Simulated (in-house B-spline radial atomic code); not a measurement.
The arsenic ion As²⁺ is squeezed into an impenetrable sphere of radius R (the orbitals vanish at R). No spin polarisation. Computed with a B-spline radial code for spherical atoms: non-relativistic LDA VWN5, spherical fractional occupations, point nucleus.

Energies in eV above the free ion in [Ar] 3d10 4s2 4p1:

```csv
R (bohr),highest level (eV),[Ar] 3d10 4s2 4p1,[Ar] 3d10 4s2 4d1,[Ne] 3s2 3p5 3d10 4s2 4p1 4d1,-dE/dV in [Ar] 3d10 4s2 4p1 (GPa)
9.43,-22.9,1.568e-05,13.1,150.2,3.46e-05
5.59,-22.8,0.07457,13.97,150.8,0.433
5.47,-22.8,0.09601,14.1,151,0.581
4.31,-21.8,1.056,17.05,153.7,9.94
3.37,-17.5,7.001,27.06,164.4,106
2.81,-9.43,21.73,46.42,186.9,486
2.43,2.78,48.27,77.59,224.5,1520
2.36,6.16,56.21,86.52,235.3,1900
1.67,89.4,296.6,336.4,539.7,24900
1.3,248,892.2,924.6,1239,149000
```

Task: Does [Ar] 3d10 4s2 4d1 fall below [Ar] 3d10 4s2 4p1 under compression?

Result: No, it stays above over the whole range.

Task: Does [Ne] 3s2 3p5 3d10 4s2 4p1 4d1 fall below [Ar] 3d10 4s2 4p1 under compression?

Result: No, it stays above over the whole range.

The highest level is first positive in the row R = 2.43 bohr, pushed up by confinement above the zero of the free ion's potential. Each configuration is held fixed and needn't be the lowest in the sphere.
